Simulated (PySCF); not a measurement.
These 2 structures share the formula C6H4F3N. Level of theory: PySCF, PBE0-D3(BJ)/def2-SVP geometry optimisation, gas phase. One conformer each; no zero-point energy, no entropy. No frequencies were run at this level. Point groups hold within 0.08 Å.

Question: Rank from lowest to highest electronic energy at this level (kcal/mol).
A. `c1cc(ccn1)C(F)(F)F` (4-(trifluoromethyl)pyridine)
B. `c1(ccccn1)C(F)(F)F` (2-(trifluoromethyl)pyridine)

Answer: B (0.0), A (0.8).

Neighbours under 2.5 kcal/mol apart (FC(F)(F)c1ccccn1 and FC(F)(F)c1ccncc1) can change places with a better method, another conformer or zero-point energy.

```tsv
SMILES	E (Eh)	E rel (kcal/mol)	dipole (D)	point group	A, B, C (MHz)
FC(F)(F)c1ccccn1	-584.29805	0.0	4.04	Cs	2909, 978.4, 838.8
FC(F)(F)c1ccncc1	-584.29680	0.8	0.23	near Cs	2943, 943.0, 815.3
```

Question: How do the relative energies change in single points at PBE0/pcSseg-1 (no added dispersion term) on the same geometries?

Answer: 
```
          SMILES  PBE0-D3(BJ)/def2-SVP (kcal/mol)  PBE0/pcSseg-1 (kcal/mol)  shift
FC(F)(F)c1ccccn1                              0.0                       0.0    0.0
FC(F)(F)c1ccncc1                              0.8                       0.6   -0.2
```

Each column counts from its own lowest isomer. The order is unchanged; the largest shift is 0.2 kcal/mol.
